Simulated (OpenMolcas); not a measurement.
## neutral lanthanum: effect of the level shift or regulariser

```yaml
Program: OpenMolcas 26.06
Basis: ANO-RCC-VQZP [9s8p6d4f3g2h]
Scalar_Hamiltonian: DKH2, point nucleus
Active_space: 3 electrons in 6 orbitals (5d 6s)
State_averaging: 2S+1 = 2 even, 65 roots; 2S+1 = 4 even, 20 roots kept (CI in the orbitals of an earlier block)
Spin-orbit_coupling: RASSI with atomic mean-field integrals over the reference wave functions, term energies averaged over their components
```

Methods on the same reference wave functions:
A. CASSCF
B. MS-CASPT2, IPEA 0.25 Eh, imaginary shift 0.1 Eh (closed shells correlated: 5s 5p)
C. MS-CASPT2, IPEA 0.25 Eh, real shift 0.2 Eh (closed shells correlated: 5s 5p)

Energies in cm⁻¹ above 5d 6s² ²D_3/2, the measured ground level; measured values from NIST Handbook of Basic Atomic Spectroscopic Data.

| Level | A | B | C | Measured |
| --- | --- | --- | --- | --- |
| 5d² 6s ⁴F_3/2 [51 %] | -646 | 2410 | 1766 | 2668 |
| 5d² 6s ⁴F_5/2 | -108 | 2740 | 2100 | 3010 |
| 5d 6s² ²D_3/2 [51 %] | 0.0 | 0.0 | 0.0 | 0.0 |
| 5d² 6s ⁴F_7/2 | 480 | 3220 | 2560 | 3495 |
| 5d 6s² ²D_5/2 | 505 | 900 | 850 | 1053 |
| 5d² 6s ⁴F_9/2 | 1082 | 3830 | 3170 | 4122 |
| 5d² 6s ⁴P_3/2 [73 %] | 6092 | 8100 | 7300 | 7491 |
| 5d² 6s ²F_5/2 | 7974 | 5870 | 5850 | 7012 |
| 5d² 6s ²F_7/2 | 8745 | 6790 | 6750 | 8052 |
| 5d² 6s ²G_9/2 | 9484 | 9180 | 8740 | 9920 |
| 5d² 6s ²G_7/2 | 9489 | 9180 | 8720 | 9961 |
| 5d³ ⁴F_3/2 [70 %] | 10047 | 11550 | 10750 | 12431 |
| 5d³ ⁴F_5/2 [61 %] | 10418 | 11950 | 11130 | 12787 |
| 5d³ ⁴F_7/2 | 10996 | 12430 | 11620 | 13238 |
| 5d³ ⁴F_9/2 | 11584 | 12960 | 12150 | 13747 |
| 5d³ ⁴P_1/2 | 16395 | 16320 | 15500 | 16617 |
| 5d³ ⁴P_3/2 | 16590 | 16290 | 15600 | 16735 |
| 5d³ ⁴P_5/2 | 16921 | 16850 | 16050 | 17099 |
| 5d³ ²G_7/2 | 18438 | 15870 | 15260 | 17023 |
| 5d³ ²H_11/2 | 19072 | 17170 | 16500 |  |
| 5d³ ²D_3/2 [74 %] | 21078 | 17130 | 16670 |  |
| 5d³ ²D_5/2 | 21622 | 17790 | 17320 |  |
| 5d² 6s ²S_1/2 | 22419 | 16030 | 15890 | 16991 |
| 5d³ ²F_7/2 | 26005 | 20640 | 20120 |  |

A puts 5d² 6s ⁴F_3/2 [51 %] lowest.

Deviations, from unrounded energies. A percentage is the sum of absolute deviations over the sum of measured energies, with the sign that they share, or ± where signs differ.

```tsv
Against measurement	Levels	A	B	C
mean absolute deviation (cm-1)	19	1800	640	1100
fine structure of the ground term (%)	1	-52.1	-14.6	-19.3
other configurations (%)	18	±17.1	±6.3	-11.2
```

B lies closest to measurement on these levels and A furthest from it. The largest miss of B in the table is 5d² 6s ²F_7/2, by -1300 cm-1. The ranking rests on the paired levels alone, and a cruder setting can come out closer through cancelling errors.

Between B and C the level of the table that moves most is 5d³ ⁴F_5/2 [61 %], by 820 cm-1 (lowest in C, highest in B). Moves below CASPT2's spread within the term are not significant.

The mean deviations of B to C differ by less than CASPT2's widest spread within a term (1200 cm-1), so their order carries little weight.

The lowest spin-free term lies below A's lowest term by 0.277 hartree in B, 0.271 hartree in C.

CASPT2 breaks the degeneracy within a term, and the mean is taken; among the terms shown or strongly mixed into the levels shown the widest spread is 1200 cm-1 (5d² 6s ²F, B). Over all roots computed the reference weight is 0.83 to 0.91 in B; the roots of lowest weight are the least certain, and an intruder state may touch them. Terms from blocks run as CI alone lack orbitals of their own. Configurations are named by rounded mean occupations; where the s occupation lies near a half they are strongly mixed, a name can repeat and a true partner stay unpaired. A single d shell beside an s shell can misplace configurations of different d count against each other. The CASPT2 spread within a term exceeds the gap to the next term for 5d² 6s ²P and 5d² 6s ⁴P, 5d² 6s ⁴P and 5d² 6s ²G, 5d² 6s ²S and 5d³ ²G and others, so the order of their levels is uncertain, and so are names and mixing where such terms share a J (figures for B; the like holds for C). Without dynamic correlation excited terms often stand tens of per cent too high (terms of higher spin than the ground term too low), and those without a measured partner can miss by more than the paired ones (holds for A). The lowest computed level is not the ground level that NIST lists (2D3/2) (holds for A). The lowest spin-free term belongs to 5d 6s², not to the configuration of the lowest level (holds for A). Some levels mix across a computed gap that differs much from the measured one, so their mixing is not that of the real levels (holds for B; C). Measured partners are found by configuration, term and J. A level has none where our copy of the source lacks it or the pairing is in doubt (some pairs that miss far off the trend of their configuration count as doubtful), and it then counts in no deviation. Only configurations of the active space appear. Levels that lie high or do not pair safely by name in every column are left out.

A share in square brackets marks a mixed level and gives the weight of the term that names it, the lowest over the columns.
